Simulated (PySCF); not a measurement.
Simulated outer-valence photoelectron spectrum of `C=C(F)[SiH2]N`. The calculation used EOM-IP-CCSD/aug-cc-pVDZ in PySCF, restricted Hartree–Fock reference, frozen core, non-relativistic, gas phase, PBE0-D3(BJ)/def2-SVP geometry.

Each root has a Gaussian of 0.5 eV full width with its one-hole share as area; cross sections and vibrations are left out, and the highest printed point is 100.

```
ionisation energy (eV)  intensity
                   9.2          0
                   9.4          5
                   9.6         31
                   9.8         84
                  10.0        100
                  10.2         52
                  10.4         12
                  10.6          1
                  10.8          0
                  11.0          0
                  11.2          3
                  11.4         20
                  11.6         48
                  11.8         48
                  12.0         22
                  12.2         22
                  12.4         47
                  12.6         48
                  12.8         20
                  13.0          3
                  13.2          2
                  13.4         11
                  13.6         38
                  13.8         55
                  14.0         47
                  14.2         52
                  14.4         50
                  14.6         23
                  14.8          4
                  15.0          0
                  15.2          0
                  15.4          0
                  15.6          5
                  15.8         25
                  16.0         50
                  16.2         41
                  16.4         14
                  16.6          6
                  16.8         23
                  17.0         50
                  17.2         45
                  17.4         17
                  17.6          3
                  17.8          0
```

Task: Where are the maxima, and how many lines lie under the curve?

Result: 7 maxima, at 9.9, 11.7, 12.5, 13.8, 14.3, 16.1 and 17.1 eV, from 8 lines. At this width some lines have no maximum of their own.

Task: List the lines with their holes.

Result: 
```tsv
E (eV)	leading hole (HF orbital)	area	Koopmans (eV)
9.89	HOMO	0.95	10.14
10.00	HOMO-1	0.95	11.17
11.70	HOMO-2	0.95	13.01
12.50	HOMO-3	0.94	13.36
13.77	HOMO-4	0.94	15.16
14.32	HOMO-5	0.94	15.71
16.05	HOMO-6	0.93	17.70
17.08	HOMO-7	0.95	18.23
```

The widest gap, 1.73 eV, lies between 14.32 and 16.05 eV. Only orbitals with −ε under 21 eV, eight at most, were ionised, so the high end of the curve may lack lines.

The values belong to the conformer `[CH2:1]=[C:2]([F:3])[SiH2:4][NH2:5]`: C1–C2–Si4–N5 -11°, H–N5–Si4–C2 -73°, H–N5–Si4–C2 139°.
